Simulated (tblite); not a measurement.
Species: C7H16N (charge +1).
Bonds: C1–C2, C2–C3, C3–C4, C4–N5, N5–C6, N5–C7, N5–C8, C3–C8. Hydrogens: H9, H10, H11 on C1; H12, H13 on C2; H14 on C3; H15, H16 on C4; H17, H18, H19 on C6; H20, H21, H22 on C7; H23, H24 on C8.

Computed geometry: GFN2-xTB, gas phase.

(1) List the bond lengths, angles and torsions at this level.

Results:

(1) 
```json
{"bond": "C1–C2", "length (Å)": "1.525"}
{"bond": "C2–C3", "length (Å)": "1.522"}
{"bond": "C3–C4, C3–C8", "length (Å)": "1.538"}
{"bond": "C4–N5, N5–C8", "length (Å)": "1.497"}
{"bond": "N5–C6", "length (Å)": "1.467"}
{"bond": "N5–C7", "length (Å)": "1.465"}
{"bond": "C1–H9, C1–H10, C1–H11", "length (Å)": "1.087"}
{"bond": "C2–H12, C2–H13", "length (Å)": "1.092"}
{"bond": "C3–H14", "length (Å)": "1.090"}
{"bond": "C4–H15, C8–H24", "length (Å)": "1.088"}
{"bond": "C4–H16, C8–H23", "length (Å)": "1.089"}
{"bond": "C6–H17, C6–H18, C6–H19", "length (Å)": "1.089"}
{"bond": "C7–H20, C7–H21, C7–H22", "length (Å)": "1.089"}
```

Bonds in one row agree within 0.01 Å and their mean is given. A selection of angles:
```json
{"angle": "C1–C2–C3", "degrees": "111.3"}
{"angle": "C2–C3–C4", "degrees": "116.3"}
{"angle": "C2–C3–C8", "degrees": "116.8"}
{"angle": "C4–C3–C8", "degrees": "86.9"}
{"angle": "C3–C4–N5", "degrees": "91.0"}
{"angle": "C4–N5–C6", "degrees": "112.6"}
{"angle": "C4–N5–C7", "degrees": "115.0"}
{"angle": "C4–N5–C8", "degrees": "89.9"}
{"angle": "C6–N5–C7", "degrees": "110.2"}
```

Torsions: C1–C2–C3–C4 74° (synclinal); C2–C3–C4–N5 127° (anticlinal); C3–C4–N5–C6 106° (anticlinal); C4–N5–C8–C3 8° (synperiplanar); C2–C3–C8–N5 -126° (anticlinal). The mirror-image conformer, all signs reversed, is as good.

The 4 C–N bonds span 1.465 Å (N5–C7, drawn single) to 1.497 Å (C4–N5, drawn single), a spread of 0.032 Å. Of the pairs four or more bonds apart, H22···H23 is among the closest relative to their van der Waals radii: 2.38 Å, 99 % of the sum of Bondi's values. N5 (ammonium nitrogen) has angles from 89.9° to 115.1°. The 4-membered ring C3–C4–N5–C8 has internal angles of 86.9° to 91.0° (sum 359°, against 360° for a flat polygon); it is slightly puckered (a soft mode that the optimisation may not have finished), 0.05 Å rms from its mean plane, widest ring torsion 8°.

Point group: C1 (no symmetry element, even within 0.4 Å). Its GFN2-xTB frequencies are all real (lowest 43 cm⁻¹).

Hardware: one thread, Arm Neoverse N1 (shared host). That covers the optimisation of the geometry.
